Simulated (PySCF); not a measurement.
C₄H₉NSi₂.
Geometry (PBE0-D3(BJ)/def2-SVP, Å), atoms numbered from 1 in this order:
```xyz
16
C4H9NSi2 angstrom
N     -3.6101    1.4939   -0.9199
C     -2.6530    0.8882   -0.6672
C     -1.4685    0.1640   -0.3182
C     -1.4052   -0.5396    1.0657
Si    -0.2135    0.8669    0.9022
C      1.6043    0.5889    0.6013
Si     2.0589   -0.9817   -0.3409
H     -1.0593   -0.4157   -1.1553
H     -2.2899   -0.3987    1.6958
H     -1.0672   -1.5810    1.0419
H     -0.5952    2.1467    1.5462
H      2.1172    0.5695    1.5791
H      2.0072    1.4567    0.0507
H      1.5119   -2.1823    0.3607
H      1.4876   -0.9370   -1.7207
H      3.5432   -1.1112   -0.4364
```

Linear response at PBE0/def2-SVPD (PySCF, frozen core in the response, non-relativistic). Isolated species at its PBE0-D3(BJ)/def2-SVP geometry (one conformer only).

Static isotropic polarisability: 104.75 au (15.52 Å³), principal values 86.6, 94.7, 132.9 au.

Task: What is the polarisability at 1064 nm and at the sodium D line?

Result: 105.82 au at 1064 nm (+1.0 %), 108.35 au at 589.3 nm (+3.4 %). The rise at 589.3 nm is 3.37 times that at 1064 nm; a pure ω² law gives 3.26. The lowest singlet lies at 201 nm, shorter than both wavelengths.

Task: What is the isotropic C6 coefficient between two such molecules, C6 = (3/π)∫α(iω)² dω?

Result: 3974 au (Eh·bohr⁶) by a ten-point quadrature over imaginary frequencies, which is 2370 eV·Å⁶ or 229 J·nm⁶/mol.

Task: Which effective excitation energy ω̄ makes London's formula C6 = (3/4)α²ω̄ exact here?

Result: ω̄ = 4·C6/(3α²) = 0.483 Eh = 13.1 eV. A one-pole form α(ω) = α/(1 − ω²/ω̄²) fitted to the 1064 nm value gives 11.6 eV. London's choice of the ionisation energy (9.24 eV, ΔSCF at the same level) gives C6 = 2800 au, 30 % too low.

Task: The lowest 10 singlets have (eV, f): 6.18, 0.012; 6.30, 0.002; 6.35, 0.156; 6.75, 0.001; 6.95, 0.023; 7.03, 0.013; 7.16, 0.005; 7.35, 0.004; 7.46, 0.028; 7.56, 0.053. What share of the static polarisability do they carry in the sum over states α = Σ f/ω²?

Result: 4.90 au, 4.7 % of α; the largest term, 2.86 au, is that of the state at 6.35 eV. Their oscillator strengths add up to 0.30. Higher states carry the rest.

Task: What three-body coefficient follows from the one-pole estimate C9 = (3/4)·α·C6?

Result: 312000 au. This is an estimate from the two numbers above, not a computed integral.

Task: How anisotropic is the static polarisability, by Δα² = ½[(α1 − α2)² + (α2 − α3)² + (α3 − α1)²]?

Result: Δα = 42.8 au, or 0.41 of the isotropic value.

Task: How many electrons N does the Slater–Kirkwood formula C6 = (3/4)·√N·α^(3/2) need to give this C6?

Result: N = (4·C6/3)²/α³ = 24.4; the species has 68 electrons in all.

Task: What n − 1 at the D line would an ideal gas of it have at 273.15 K and 1 atm (2.6868 × 10¹⁹ cm⁻³), by n − 1 = 2π·N·α′?

Result: 27.10 × 10⁻⁴, a formal value whether or not that pressure can be reached.
